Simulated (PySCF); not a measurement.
Excitations are Tamm–Dancoff values on a coarser integration grid. The basis has no diffuse functions, so Rydberg states are missing or too high.

Cartesian coordinates (Å):
```xyz
10

B      1.4584    -0.0890    -0.0615
C     -0.0151    -0.0656    -0.5438
C     -1.1109     0.1188     0.4964
H      1.7538     0.0447     1.0939
H      2.3395    -0.2412    -0.8606
H     -0.0721     0.7149    -1.3201
H     -0.1734    -0.9855    -1.1288
H     -2.1082     0.1264     0.0493
H     -0.9842     1.0597     1.0372
H     -1.0876    -0.6833     1.2380
```
Charge 0, multiplicity 1.

Q: What is the computed dipole moment, S1 excitation (TDA) and LUMO (PBE-D3(BJ)/def2-TZVP // PBE0-D3(BJ)/def2-TZVP (PySCF))?

A: 
```json
{
 "dipole_moment": "0.77 D",
 "S1 excitation (TDA)": "5.29 eV",
 "LUMO": "-2.29 eV"
}
```
